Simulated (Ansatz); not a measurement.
`Cl[B](Cl)[GeH3]` and `[SiH3]B(Cl)Cl` differ in one atom or group.

Ansatz, PBE0-D4/def2-TZVP geometries, multiplicity 1. 

Scalar relativity is left out up to krypton.

| property | `Cl[B](Cl)[GeH3]` |
| --- | --- |
| LUMO energy (ωB97M-V/def2-TZVPP) / eV | -0.04 |
| HOMO energy (B3LYP/def2-TZVPP) / eV | -8.07 |
| HOMO–LUMO gap (PBE/def2-TZVPP) / eV | 4.05 |
| LUMO energy (B3LYP/def2-TZVPP) / eV | -2.27 |
| size of the dipole moment (ωB97M-V/def2-TZVPP) / D | 0.30 |
| HOMO energy (ωB97M-V/def2-TZVPP) / eV | -10.39 |

**Question.** Give the same properties after the change, and the shifts. (Estimate.)

**Answer.** Ansatz gave: 
```
                                          property  `[SiH3]B(Cl)Cl`  shift
             LUMO energy (ωB97M-V/def2-TZVPP) / eV            -0.14  -0.10
               HOMO energy (B3LYP/def2-TZVPP) / eV            -8.16  -0.09
               HOMO–LUMO gap (PBE/def2-TZVPP) / eV             4.02  -0.03
               LUMO energy (B3LYP/def2-TZVPP) / eV            -2.35  -0.08
size of the dipole moment (ωB97M-V/def2-TZVPP) / D             0.39   0.09
             HOMO energy (ωB97M-V/def2-TZVPP) / eV           -10.49  -0.10
```

Dipoles are sizes alone; their direction can turn.

B3LYP here is the variant with VWN-RPA as its local correlation; programs differ in this.
